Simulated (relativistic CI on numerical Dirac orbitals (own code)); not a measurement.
**Crystal-field levels of Os2+, 5d6**

Calculated by Dirac-Coulomb-Breit CI, orbitals from a KLI potential per configuration, model QED (radiative potential, 1s self-energy scaled to tabulated hydrogen-like ionisation energies), valence Slater integrals scaled by 0.85, one configuration in a parametric crystal field (own radial code).

Field parameters in Wybourne normalisation: D4h B²₀ = −7Ds, B⁴₀ = 21(Dq − Dt), B⁴₄ = 21√(5/14) Dq. The field is a parameter set, without covalency.

S is read from ⟨S²⟩ = S(S + 1).

Levels (cm⁻¹, degeneracy): 0 (1), 14321 (1), 14821 (2), 14852 (1), 15230 (2), 16623 (1), 18704 (1), 19779 (2), 20205 (1), 20565 (1), 20797 (1), 23628 (2).

Problem. Which field gives this pattern?
A. D4h, 10Dq = 22050, Ds = 140, Dt = -440 cm⁻¹
B. D4h, 10Dq = 22050, Ds = 3000, Dt = -440 cm⁻¹
C. D4h, 10Dq = 22050, Ds = 1360, Dt = -440 cm⁻¹
D. D4h, 10Dq = 22050, Ds = -1090, Dt = -440 cm⁻¹

Solution. C. D4h, 10Dq = 22050, Ds = 1360, Dt = -440 cm⁻¹, ground level with S = 0.22.
